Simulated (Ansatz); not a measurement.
A geometry relaxed with B3LYP-D3(BJ)/def2-TZVP (Ansatz, a program for electronic structure), charge 0, multiplicity 1:

```xyz
10

C     -1.4980     0.7655    -0.0809
N      2.9753     0.1239    -0.0495
H     -0.2344     0.4187     1.5526
H      0.4713    -1.7131     0.2737
C      1.8910    -0.2518    -0.1178
H     -1.7253     0.5847    -1.1252
H     -2.1683     1.4194     0.4606
H      0.2298    -0.8414    -1.2359
C     -0.4489     0.2145     0.5093
C      0.5075    -0.7204    -0.1869
```

Write the SMILES of this molecule.

`C=CCC#N`
